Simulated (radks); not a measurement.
Trend from Sc to Zn: ionisation energy by Delta-SCF between NIST ground configurations, and size. All-electron calculation, Dirac Kohn-Sham, PBE, spin-unpolarised, spherical densities, finite nucleus; open shells fill j = l - 1/2 first; Fermi nuclear charge, rms radius of each element as measured or else 0.836 A^(1/3) + 0.57 fm. Program: a radial shooting solver on a logarithmic mesh with Libxc functionals.

species  configuration  configuration of the ion  IE (eV)  NIST (eV)  kind  -e(HOMO) (eV)  outermost  <r> outermost (bohr)  r at 0.001 e/bohr^3 (bohr)
Sc        [Ar] 3d1 4s2              [Ar] 3d1 4s1    6.895      6.561  exp.  3.246 (3d3/2)      4s1/2                  3.72                        4.97
Ti        [Ar] 3d2 4s2              [Ar] 3d2 4s1    7.344      6.828  exp.  4.274 (3d3/2)      4s1/2                  3.51                        4.84
V         [Ar] 3d3 4s2                  [Ar] 3d4    7.176      6.746  exp.  4.698 (4s1/2)      4s1/2                  3.35                        4.73
Cr        [Ar] 3d5 4s1                  [Ar] 3d5    6.896      6.767  exp.  2.856 (3d5/2)      4s1/2                  3.44                        4.49
Mn        [Ar] 3d5 4s2              [Ar] 3d5 4s1    8.412      7.434  exp.  5.103 (4s1/2)      4s1/2                  3.10                        4.54
Fe        [Ar] 3d6 4s2              [Ar] 3d6 4s1    8.726      7.902  exp.  5.289 (4s1/2)      4s1/2                  2.99                        4.46
Co        [Ar] 3d7 4s2                  [Ar] 3d8    6.561      7.881  exp.  5.467 (4s1/2)      4s1/2                  2.89                        4.38
Ni        [Ar] 3d8 4s2                  [Ar] 3d9    6.421      7.640  exp.  5.641 (4s1/2)      4s1/2                  2.81                        4.31
Cu       [Ar] 3d10 4s1                 [Ar] 3d10    8.149      7.726  exp.  4.610 (4s1/2)      4s1/2                  2.94                        4.10
Zn       [Ar] 3d10 4s2             [Ar] 3d10 4s1    9.889      9.394  exp.  5.978 (4s1/2)      4s1/2                  2.65                        4.19

Reference values: NIST Atomic Spectra Database (measured). Spin polarisation and multiplet splitting are left out, so open shells lie too high by an amount that depends on their filling.

Beside tabulated values, note that spin-unpolarised runs miss the spin-polarisation part of the exchange energy of open shells.
